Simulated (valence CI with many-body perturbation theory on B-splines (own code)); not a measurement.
## E1 line list for Zn16+

Calculated by valence CI with perturbative core correlation (CI+MBPT): four valence electrons over a frozen Dirac-Fock core [Ne], radial functions for each j: 11 s, 11 p, 9 d, 7 f, 5 g, 2 h, 1 i, with the one-electron correlation potential Σ1, the two-electron term Σ2, the three-electron term Σ3, Breit, model QED; selected CI, second order for the rest (own B-spline code, finite nucleus).

No measured spectrum was set against this ion. As an estimate, levels of excited configurations hold to 0.05 to 0.15 % of their energy, terms of the ground configuration to about 0.5 %.

Lines 51 to 100 of 216 in falling wavelength, among levels below 132.66 eV, chosen from the strongest by gf and those to the six lowest levels. Wavelengths and rates use the calculated energies, so an error of 200 cm⁻¹ moves a line at 24.45 nm by 0.049 % and its rate by three times that or more. Electric multipoles are in the length gauge, E1 and E2 with the static RPA response of the core. Weak lines are less certain than strong ones. Lines between different terms over intervals too small for the method are left out, as are lines whose strength nearly cancels. Where a level lies close to another of its J and parity, the split of strength between their lines is uncertain. The highest levels of a list are the least certain.

Names give the largest LS component (configuration and term), which can be under half, so a name can repeat, a term be missing and a line seem to break the LS rules; names also repeat where a configuration has a term twice. Letters in brackets count levels of one name in rising energy.

```tsv
λ vac (nm)	Upper	Lower	A (s⁻¹)	S (a.u.) with core polarisation	S without
24.45	3s 3p2 3d 1G_4	3s2 3p 3d 3F°_4	8.47e+08	5.50e-02	5.69e-02
24.44	3s 3p2 3d 1P_1	3s2 3p 3d 3P°_2	1.41e+09	3.06e-02	3.16e-02
24.40	3s 3p2 3d 3D_2 [b]	3s2 3p 3d 3P°_2	1.26e+09	4.53e-02	4.68e-02
24.39	3s 3p3 3P°_2	3s2 3p2 3P_2	5.80e+09	2.08e-01	2.15e-01
24.11	3s 3p2 3d 3G_4	3s2 3p 3d 3F°_3	1.09e+10	6.76e-01	6.98e-01
24.05	3s 3p2 3d 3P_1 [a]	3s 3p3 3S°_1	2.02e+09	4.16e-02	4.30e-02
23.92	3s 3p2 3d 3P_1 [b]	3s2 3p 3d 3P°_2	2.72e+09	5.50e-02	5.68e-02
23.71	3s 3p3 3P°_0	3s2 3p2 3P_1	6.80e+09	4.47e-02	4.62e-02
23.62	3s 3p2 3d 3G_3	3s2 3p 3d 3F°_2	1.09e+10	4.95e-01	5.11e-01
23.57	3s 3p3 3P°_1	3s2 3p2 3P_1	4.13e+09	8.01e-02	8.28e-02
23.52	3s 3p2 3d 3D_3 [b]	3s2 3p 3d 3P°_2	1.45e+09	6.52e-02	6.74e-02
23.48	3s 3p3 3P°_2	3s2 3p2 3P_1	2.63e+08	8.39e-03	8.68e-03
23.45	3s 3p2 3d 3P_2 [b]	3s2 3p 3d 3P°_2	9.30e+08	2.96e-02	3.06e-02
23.41	3s 3p2 3d 3D_1 [c]	3s2 3p 3d 3D°_1	1.55e+09	2.95e-02	3.04e-02
23.30	3s 3p2 3d 3D_2 [c]	3s2 3p 3d 3D°_1	1.05e+09	3.29e-02	3.40e-02
23.17	3s 3p2 3d 1G_4	3s2 3p 3d 3F°_3	5.75e+08	3.17e-02	3.28e-02
23.07	3p4 3P_1	3s 3p3 3D°_2	5.77e+09	1.05e-01	1.08e-01
23.07	3s 3p2 3d 3F_3 [b]	3s2 3p 3d 3F°_4	9.08e+08	3.85e-02	3.99e-02
23.03	3p4 3P_1	3s 3p3 3D°_1	2.42e+09	4.37e-02	4.52e-02
23.00	3s 3p2 3d 3D_2 [a]	3s2 3p 3d 3F°_2	2.19e+09	6.58e-02	6.80e-02
22.89	3p4 3P_0	3s 3p3 3D°_1	9.06e+09	5.36e-02	5.54e-02
22.86	3s 3p2 3d 1F_3	3s2 3p 3d 3F°_3	1.44e+09	5.95e-02	6.15e-02
22.73	3p4 1D_2	3s 3p3 3D°_3	1.36e+09	3.95e-02	4.09e-02
22.54	3s 3p2 3d 3F_2 [b]	3s2 3p 3d 3F°_3	1.59e+09	4.50e-02	4.65e-02
22.36	3s 3p3 3P°_1	3s2 3p2 3P_0	1.89e+09	3.13e-02	3.23e-02
22.19	3s 3p3 1D°_2	3s2 3p2 3P_2	2.00e+08	5.38e-03	5.57e-03
22.18	3s 3p3 1P°_1	3s2 3p2 1S_0	6.06e+09	9.79e-02	1.01e-01
22.13	3s 3p2 3d 3F_4 [b]	3s2 3p 3d 3F°_4	2.91e+09	1.40e-01	1.45e-01
21.93	3s 3p2 3d 3F_3 [b]	3s2 3p 3d 3F°_3	4.46e+09	1.63e-01	1.68e-01
21.84	3s 3p2 3d 3F_2 [b]	3s2 3p 3d 3F°_2	6.46e+09	1.66e-01	1.72e-01
21.61	3s 3p3 3S°_1	3s2 3p2 1D_2	1.79e+08	2.67e-03	2.75e-03
21.43	3s 3p3 1D°_2	3s2 3p2 3P_1	2.52e+08	6.12e-03	6.32e-03
21.00	3s2 3p 3d 3F°_2	3s2 3p2 1D_2	9.73e+08	2.22e-02	2.30e-02
20.89	3s 3p2 3d 1P_1	3s2 3p 3d 3F°_2	8.81e+09	1.19e-01	1.23e-01
20.76	3s 3p2 3d 3P_2 [b]	3s2 3p 3d 3F°_3	1.71e+09	3.77e-02	3.89e-02
20.40	3s2 3p 3d 3F°_3	3s2 3p2 1D_2	1.01e+07	2.96e-04	3.01e-04
20.29	3s 3p2 3d 3G_3	3s 3p3 1D°_2	1.95e+09	5.64e-02	5.82e-02
20.25	3s 3p2 3d 3P_2 [a]	3s 3p3 3P°_2	2.53e+09	5.18e-02	5.35e-02
20.23	3p4 3P_2	3s 3p3 5S°_2	1.09e+08	2.23e-03	2.30e-03
20.19	3s 3p2 3d 3P_2 [a]	3s 3p3 3P°_1	2.12e+09	4.30e-02	4.44e-02
20.17	3s 3p2 3d 3D_2 [c]	3s2 3p 3d 3F°_3	2.19e+10	4.43e-01	4.58e-01
19.90	3s2 3p 3d 3D°_1	3s2 3p2 1S_0	7.62e+07	8.89e-04	9.12e-04
19.79	3s 3p3 1P°_1	3s2 3p2 1D_2	4.21e+10	4.83e-01	4.99e-01
19.74	3s 3p3 3S°_1	3s2 3p2 3P_2	4.69e+10	5.35e-01	5.52e-01
19.71	3s 3p2 3d 3D_3 [a]	3s 3p3 1D°_2	3.36e+09	8.90e-02	9.18e-02
19.69	3s 3p2 3d 3D_1 [c]	3s2 3p 3d 3F°_2	2.31e+10	2.61e-01	2.70e-01
19.61	3s 3p2 3d 3D_2 [c]	3s2 3p 3d 3F°_2	1.56e+10	2.91e-01	3.00e-01
19.52	3s 3p2 3d 3P_1 [a]	3s 3p3 3P°_2	1.20e+10	1.32e-01	1.37e-01
19.36	3s 3p2 3d 3P_1 [a]	3s 3p3 3P°_0	3.93e+09	4.22e-02	4.36e-02
19.23	3s2 3p 3d 3F°_2	3s2 3p2 3P_2	7.89e+08	1.38e-02	1.43e-02
```
